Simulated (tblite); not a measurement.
Run record: tight-binding relaxation, `CC(C)(C)OB(O)C=C=S`.

Computed with GFN2-xTB geometry optimisation, gas phase (tblite 0.8.0). Start geometry: from a force field or distance geometry. The input is one job of a driver script: a line of settings, then coordinates in Å.

Command:
```bash
OMP_NUM_THREADS=1 python probes_run.py task.json out
```

Input:
```
{"job": {"kind": "relax", "xc": "GFN2-xTB", "basis": "xTB"}, "charge": 0, "multiplicity": 1}
C     -1.811700     0.895800    -0.999800
C     -0.798200     0.240500    -0.074700
C     -0.031300     1.358600     0.688100
C     -1.570500    -0.643200     0.931200
O      0.068900    -0.534400    -0.895200
B      1.134600    -1.261700    -0.179000
O      0.871800    -2.589100     0.359600
C      2.602300    -0.687600    -0.112300
C      2.918800     0.400100    -0.746200
S      3.302500     1.755600    -1.523900
H     -2.542300     1.524100    -0.429800
H     -2.396300     0.121200    -1.552700
H     -1.309800     1.545000    -1.733000
H      0.538500     1.985100    -0.034700
H     -0.759700     2.027900     1.226300
H      0.658700     0.948000     1.450400
H     -0.895600    -1.045800     1.731300
H     -2.044000    -1.511800     0.411800
H     -2.365800    -0.061600     1.455200
H      1.060300    -3.208500    -0.382300
H      3.360200    -1.241300     0.409200
```

Task: Estimate the output.

Result: 
```
step      E/eV     max force
  0    -845.34591    2.806
  1    -845.68236    3.107
  2    -845.83889    1.287
  3    -845.89537    0.853
  4    -845.93280    0.468
  5    -845.94391    0.294
  6    -845.95792    0.243
  7    -845.96950    0.291
  8    -845.97876    0.204
  9    -845.98443    0.161
... (208 lines left out)
218    -846.71059    0.044
219    -846.71077    0.044
220    -846.71095    0.049
221    -846.71110    0.021
222    -846.71117    0.030
223    -846.71124    0.018
224    -846.71129    0.017
225    -846.71132    0.022
226    -846.71135    0.020
227    -846.71138    0.006
```

«max force» is the largest atomic force in eV/Å.

Task: From which step on does the largest force stay under 0.1 eV/Å, and how much energy is left to gain from there?

Result: From step 216 (0.056 eV/Å), 1.4 meV above the end.

In short: energy lowered by 31.5 kcal/mol over 227 steps; largest atomic force 0.006 eV/Å at the end.

Task: Where do the atoms end?

Result: 1.000 Å rms from the input after alignment:
```
atom  x, y, z in Å
C1    -1.6227    0.3852   -0.9599
C2    -0.7419    0.4611    0.2892
C3    -0.6941    1.8964    0.8206
C4    -1.2630   -0.4893    1.3692
O5     0.6086    0.1288   -0.0437
B6     1.0697   -1.0195   -0.5508
O7     0.2694   -2.0904   -0.8321
C8     2.6246   -1.0979   -0.8205
C9     3.4176   -0.1042   -0.5690
S10    4.2799    1.1447   -0.2315
H11   -2.6308    0.7167   -0.7264
H12   -1.6591   -0.6374   -1.3247
H13   -1.2127    1.0212   -1.7410
H14   -0.3073    2.5620    0.0537
H15   -1.6881    2.2244    1.1109
H16   -0.0351    1.9486    1.6832
H17   -0.6182   -0.4457    2.2438
H18   -1.2703   -1.5075    0.9908
H19   -2.2720   -0.2087    1.6587
H20    0.7049   -2.8593   -1.1945
H21    3.0316   -2.0123   -1.2262
```

The run took 1.8 s wall on one thread, Arm Neoverse V2 (aarch64), shared host.
Labels such as C1 count atoms from 1, the log's own numbers from 0.
